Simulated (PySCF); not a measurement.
**Partial charges of `Cc1ccpc2ccccc12`**

C10H9P.
Z-matrix (Å and degrees, GFN2-xTB geometry), rows numbered from 1:
```
C 
C   1  1.5013
C   2  1.3743  1  118.34
C   3  1.3927  2  125.51  1   179.93
P   4  1.7112  3  125.73  2     0.08
C   5  1.7731  4   99.99  3    -0.05
C   6  1.4094  5  115.38  4  -179.97
C   7  1.3672  6  121.64  5   179.90
C   8  1.3992  7  119.22  6     0.01
C   9  1.3680  8  120.43  7     0.03
C  10  1.4141  9  122.01  8    -0.03
H   1  1.0873  2  110.31  3    -0.08
H   1  1.0896  2  110.93  3   119.79
H   1  1.0896  2  110.92  3  -119.91
H   3  1.0836  2  117.69  1    -0.04
H   4  1.0831  3  117.70  2  -179.91
H   7  1.0820  6  117.86  5    -0.07
H   8  1.0801  7  120.72  6  -179.97
H   9  1.0807  8  119.55  7  -179.97
H  10  1.0783  9  118.76  8   179.98
```

Density: PBE0/pcSseg-1 (PySCF); schemes: Mulliken, IAO, Hirshfeld and ESP-fitted. Isolated species at its GFN2-xTB geometry, gas phase.

Which atoms carry the highest charge in the Mulliken, IAO, Hirshfeld and ESP-fitted schemes?

The schemes don't all agree: Mulliken P5 (+0.512); IAO P5 (+0.351); Hirshfeld P5 (+0.079); ESP-fitted C2 (+0.502).

At which atom do the 4 schemes differ most?

At C2: from -0.352 (Mulliken) to +0.502 e (ESP-fitted), 0.854 e apart.

For which atoms does the sign change between the 4 schemes (beyond +0.03 e in one, beyond −0.03 e in another)?

C2, C4, P5 and C6. Atomic charges aren't observables, and each scheme defines them in its own way.

Tabulate the Mulliken, IAO, Hirshfeld and ESP-fitted charges.

In e:

```
atom                  environment  Mulliken     IAO  Hirshfeld  ESP-fitted
  C1         benzylic-type carbon    -0.122  -0.426     -0.115      -0.520
  C2  substituted aromatic carbon    -0.352  +0.028     +0.018      +0.502
  C3           aromatic CH carbon    +0.001  -0.150     -0.054      -0.584
  C4           aromatic CH carbon    -0.374  -0.383     -0.111      +0.059
  P5     phosphorus bonded to 2 C    +0.512  +0.351     +0.079      -0.275
  C6  ring-fusion aromatic carbon    -0.444  -0.205     -0.057      +0.401
  C7           aromatic CH carbon    -0.022  -0.138     -0.051      -0.300
  C8           aromatic CH carbon    -0.044  -0.153     -0.048      -0.095
  C9           aromatic CH carbon    -0.049  -0.143     -0.044      -0.181
 C10           aromatic CH carbon    -0.061  -0.156     -0.049      -0.110
 C11  ring-fusion aromatic carbon    -0.001  -0.004     -0.002      -0.289
 H12              methyl hydrogen    +0.123  +0.149     +0.048      +0.144
 H13              methyl hydrogen    +0.141  +0.153     +0.047      +0.142
 H14              methyl hydrogen    +0.141  +0.153     +0.047      +0.141
 H15            aromatic hydrogen    +0.084  +0.146     +0.047      +0.222
 H16            aromatic hydrogen    +0.127  +0.165     +0.045      +0.138
 H17            aromatic hydrogen    +0.086  +0.153     +0.046      +0.174
 H18            aromatic hydrogen    +0.091  +0.156     +0.053      +0.142
 H19            aromatic hydrogen    +0.089  +0.155     +0.053      +0.150
 H20            aromatic hydrogen    +0.074  +0.149     +0.047      +0.138
```

Mean size of the charges over all atoms: ESP-fitted 0.235 e, IAO 0.176 e, Mulliken 0.147 e, Hirshfeld 0.053 e. Each set sums to the total charge, 0, to within 0.001 e. The ESP scheme fits charges at the nuclei, held to the total charge, to the electrostatic potential on points at 1.4 to 2.0 times the van der Waals radii. The Mulliken scheme counts on each atom the diagonal of the density matrix times the overlap matrix over that atom's basis functions.

Sum the charges by element, for elements with more than one atom.

| element | atoms | Mulliken | IAO | Hirshfeld | ESP-fitted |
| --- | --- | --- | --- | --- | --- |
| C | 10 | -1.468 | -1.730 | -0.512 | -1.116 |
| H | 9 | +0.956 | +1.379 | +0.433 | +1.391 |

How many electrons does the IAO scheme count on C8?

Z − q = 6 − (-0.153) = 6.153.

How closely do the schemes follow one another over all atoms?

Correlation coefficient and root-mean-square difference: IAO with Hirshfeld 0.99, 0.144 e; Mulliken with IAO 0.75, 0.143 e; Mulliken with Hirshfeld 0.70, 0.171 e; Hirshfeld with ESP-fitted 0.46, 0.257 e; IAO with ESP-fitted 0.39, 0.274 e; Mulliken with ESP-fitted -0.25, 0.385 e.
